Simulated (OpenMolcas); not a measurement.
**W4+: CASPT2 settings compared**

```
Program             : OpenMolcas
Basis               : ANO-R2 [8s6p5d3f2g]
Scalar Hamiltonian  : X2C, finite nucleus
Active space        : 2 electrons in 5 orbitals (5d)
State averaging     : 2S+1 = 3 even, 10 roots; 2S+1 = 1 even, 15 roots kept (CI in the orbitals of an earlier block)
Spin-orbit coupling : RASSI with atomic mean-field integrals over the reference wave functions, term energies averaged over their components
```

Methods on the same reference wave functions:
A. CASSCF
B. SS-CASPT2, IPEA 0.35 Eh, real shift 0.1 Eh (closed shells correlated: none)
C. SS-CASPT2, IPEA 0.3 Eh, imaginary shift 0.05 Eh (closed shells correlated: 5s 5p)
D. SS-CASPT2, IPEA 0.5 Eh, no level shift (closed shells correlated: none)

Energies in cm⁻¹ above 5d² ³F₂, the measured ground level; measured values from the list in J. Phys. B 45, 065001 (2012).

```
         Level      A      B      C      D  Measured
       5d² ³F₂    0.0    0.0    0.0    0.0       0.0
       5d² ³F₃   6542   6800   6870   6790          
       5d² ³F₄  12289  12430  12420  12430     11519
       5d² ³P₀  14758  13740  13370  13790     12839
5d² ¹D₂ [53 %]  16234  14630  14190  14670          
       5d² ³P₁  18429  17800  17380  17850     16331
       5d² ¹G₄  25134  24080  23430  24080     22346
5d² ³P₂ [59 %]  25713  24440  23990  24480     22615
       5d² ¹S₀  50300  44220  44390  44340     43110
```

Deviations, from unrounded energies. A percentage is the sum of absolute deviations over the sum of measured energies, with the sign that they share, or ± where signs differ.

```json
{"Against measurement": "mean absolute deviation (cm-1)", "Levels": "6", "A": "3000", "B": "1300", "C": "1000", "D": "1400"}
{"Against measurement": "fine structure of the ground term (%)", "Levels": "1", "A": "+6.7", "B": "+7.9", "C": "+7.8", "D": "+7.9"}
{"Against measurement": "other terms of the ground configuration (%)", "Levels": "5", "A": "+14.6", "B": "+6.0", "C": "+4.5", "D": "+6.2"}
```

C lies closest to measurement on these levels and A furthest from it. The largest miss of C in the table is 5d² ³P₂ [59 %], by +1400 cm-1. The ranking rests on the paired levels alone, and a cruder setting can come out closer through cancelling errors.

Among B to D the level of the table that moves most is 5d² ¹G₄, by 650 cm-1 (lowest in C, highest in B). Moves below CASPT2's spread within the term are not significant.

From A to B the spin-free energies of the other terms of 5d² shown, above ³F, scale by factors of 0.74 to 0.93, as is usual when dynamic correlation screens the repulsion within a d or f shell.

The lowest spin-free term lies below A's lowest term by 0.004 hartree in B, 0.202 hartree in C, 0.004 hartree in D.

CASPT2 does not keep the components of a term degenerate, so their means are used; among the terms shown or strongly mixed into the levels shown the widest spread is 270 cm-1 (5d² ³F, C). Terms from blocks run as CI alone lack orbitals of their own. Without dynamic correlation excited terms often stand tens of per cent too high (terms of higher spin than the ground term too low), and those without a measured partner can miss by more than the paired ones (holds for A). Measured partners are found by configuration, term and J. A level has none where our copy of the source lacks it or the pairing is in doubt (some pairs that miss far off the trend of their configuration count as doubtful), and it then counts in no deviation. Only configurations of the active space appear.

A share in square brackets marks a mixed level and gives the weight of the term that names it, the lowest over the columns.
